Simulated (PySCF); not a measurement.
## Shapes and spin states of OsS2

Method: PySCF, B3LYP, basis Os def2-SVP with ECP60, S def2-SVP (scalar-relativistic core potentials, no spin–orbit coupling, density fitting).

Relaxations began from a few typed shapes and spin states; open shells are unrestricted. The search is not exhaustive: other isomers or separated fragments can lie lower, and high-lying points may rest on an excited occupation.

```tsv
spin	group	bonds	angles	imaginary modes (cm⁻¹)	ΔE (kJ/mol)	ΔE with ZPE (kJ/mol)
broken-symmetry Ms = 0 (⟨S²⟩ 0.99)	C2v	Os–S 2.081 Å (×2)	S–Os–S 119.0°	none	0.0	0.0
quintet	C2v	Os–S 2.137 Å (×2)	S–Os–S 114.1°	none	24.6	24.0
singlet (closed shell, unstable to spin polarisation)	C2v	Os–S 2.073 Å (×2)	S–Os–S 117.0°	none	35.2	35.4
quintet	D∞h	Os–S 2.207 Å (×2)	S–Os–S 180.0°	234i, 210i	160.9	–
singlet (closed shell, unstable to spin polarisation)	D∞h	Os–S 2.137 Å (×2)	S–Os–S 180.0°	139i, 139i	166.1	–
triplet	C2v	Os–S 2.253 Å (×2), S–S 2.121 Å	Os–S–S 61.9° (×2), S–Os–S 56.2°	none	168.3	167.8
triplet (⟨S²⟩ 2.54)	Cs	Os–S 2.168 Å, S–S 1.986 Å	Os–S–S 112.3°	none	202.1	201.1
singlet (closed shell, unstable to spin polarisation)	C2v	Os–S 2.226 Å (×2), S–S 2.043 Å	Os–S–S 62.7° (×2), S–Os–S 54.6°	none	204.4	204.0
```

The lowest minimum found is the broken-symmetry Ms = 0 (⟨S²⟩ 0.99) C2v: Os–S 2.081 Å (×2); S–Os–S 119.0°.

For the lowest minimum: the determinant is spin-contaminated (⟨S²⟩ = 0.99, pure value 0.00). The spin densities have lower symmetry than the nuclear frame. No spin–orbit coupling is included, which matters more the heavier the element.

The electron or spin density has lower symmetry than the nuclear frame for the quintet D∞h at 160.9 kJ/mol.
